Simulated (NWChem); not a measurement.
Molecule: C$_{3}$H$_{5}$Br; SMILES C=C(C)Br

All runs: NWChem. The geometry was optimised at PBE0/def2-SVP.

Question: Order these by “dipole (D)”, lowest first: B3LYP/def2-SVP; B3LYP/aug-pcseg-1; B3LYP/STO-3G; B3LYP/pcseg-1.

Answer: B3LYP/STO-3G (1.20), B3LYP/def2-SVP (1.48), B3LYP/pcseg-1 (1.58), B3LYP/aug-pcseg-1 (1.71)
